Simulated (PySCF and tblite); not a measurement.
Values are calculated unless marked as measured or tabulated.
System: C5H7BrO4, numbered as in [CH3:1][O:2][C:3](=[O:4])/[C:5]([Br:6])=[C:7](\[OH:8])[O:9][CH3:10].

Two runs for the rotation about the C3–C5 bond (torsion O2–C3–C5–Br6 from 0° to 180°, rising) on the same GFN2-xTB geometries. The first, revPBE/pcSseg-1 + D3(BJ), gave a barrier of 23.3 kcal/mol. The second was started with:

```json
{"job": {"kind": "nmr", "xc": "revPBE", "basis": "STO-3G", "pop": false}, "charge": 0, "multiplicity": 1}
```

```
coarse grid: 71256 points
cycle   1  E = -3034.4577054164  dE = -1.289e+00  |g| = 9.511e-01  |ddm| = 5.732e+00
cycle   2  E = -3033.8256805707  dE =  6.320e-01  |g| = 1.780e+00  |ddm| = 3.465e+00
cycle   3  E = -3034.6427630581  dE = -8.171e-01  |g| = 6.080e-01  |ddm| = 2.650e+00
cycle   4  E = -3034.7526656856  dE = -1.099e-01  |g| = 1.539e-01  |ddm| = 1.007e+00
cycle   5  E = -3034.7589715370  dE = -6.306e-03  |g| = 5.725e-02  |ddm| = 2.449e-01
cycle   6  E = -3034.7600347390  dE = -1.063e-03  |g| = 1.341e-02  |ddm| = 9.392e-02
cycle   7  E = -3034.7600734017  dE = -3.866e-05  |g| = 7.379e-03  |ddm| = 2.891e-02
cycle   8  E = -3034.7600927985  dE = -1.940e-05  |g| = 2.010e-03  |ddm| = 1.696e-02
cycle   9  E = -3034.7600940987  dE = -1.300e-06  |g| = 1.322e-03  |ddm| = 5.118e-03
final grid: 151552 points
cycle  10  E = -3034.7601435546  dE =  2.557e-06  |g| = 3.141e-03  |ddm| = 6.003e-03
cycle  11  E = -3034.7601265329  dE =  1.702e-05  |g| = 7.975e-03  |ddm| = 1.535e-02
cycle  12  E = -3034.7601464559  dE = -1.992e-05  |g| = 7.632e-04  |ddm| = 1.143e-02
```

Question: What is wrong with the second run, and what did it give?

Answer: Its fault: minimal basis. It ran through; the barrier from its energies is 29.4 kcal/mol, off by 6.1.
